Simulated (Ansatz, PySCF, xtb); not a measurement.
Breaking a bond: SMILES [SnH4]. The Sn1–H5 bond (Sn1 also carries H, H, H; H5 carries nothing else) is varied alone, starting from the PBE0/def2-TZVP, def2 effective core potentials past Kr optimised geometry.

- GFN1-xTB (xtb)
- RKS-PBE = restricted PBE/def2-SVP, def2 effective core potentials past Kr (Ansatz, an electronic-structure program)
- UMP2 = PySCF with MP2 on UHF/def2-SVP, 4 core orbitals frozen, def2 effective core potentials past Kr
- UKS-PBE = Ansatz with unrestricted PBE/def2-SVP, def2 effective core potentials past Kr

Energies are in eV, each relative to the lowest point of its own curve near equilibrium.

```tsv
R / Å	GFN1-xTB	RKS-PBE	UMP2	UKS-PBE
1.28	2.213	2.479	2.420	2.479
1.37	0.970	1.358	1.293	1.358
1.45	0.396	0.717	0.658	0.717
1.52	0.136	0.357	0.309	0.357
1.59	0.020	0.137	0.106	0.137
1.67	0.000	0.017	0.008	0.017
1.70	0.015	0.000	0.000	0.000
1.75	0.063	0.000	0.016	0.000
1.82	0.168	0.048	0.089	0.048
1.89	0.311	0.139	0.207	0.139
2.00	0.597	0.342	0.456	0.342
2.11	0.934	0.591	0.754	0.591
2.30	1.547	1.069	1.320	1.069
2.57	2.371	1.751	—	1.751
2.81	3.028	2.298	—	2.298
3.04	3.570	2.750	—	2.731
3.41	4.236	3.327	—	3.085
3.77	4.658	3.734	—	3.214
4.21	4.951	4.073	—	3.264
4.56	5.067	4.254	—	3.278
5.17	5.129	4.444	—	3.286
6.00	5.140	4.560	—	3.288
```

At the longest distance, 6.00 Å, GFN1-xTB lies highest above its minimum (5.140 eV) and UKS-PBE lowest (3.288 eV).

Dashes: no converged value, or the column stops at the first point that the program doubted or that broke a chosen test of continuity, which isn't proof of a fault.

The restricted form behind RKS-PBE keeps the bonding electrons paired and can't separate into open-shell fragments. The unrestricted determinant behind UMP2 is spin-contaminated at 2.57 to 6.00 Å (<S²> up to 1.0, against 0.00 for a pure singlet). The unrestricted determinant behind UKS-PBE is spin-contaminated at 3.04 to 6.00 Å (<S²> up to 1.0, against 0.00 for a pure singlet).
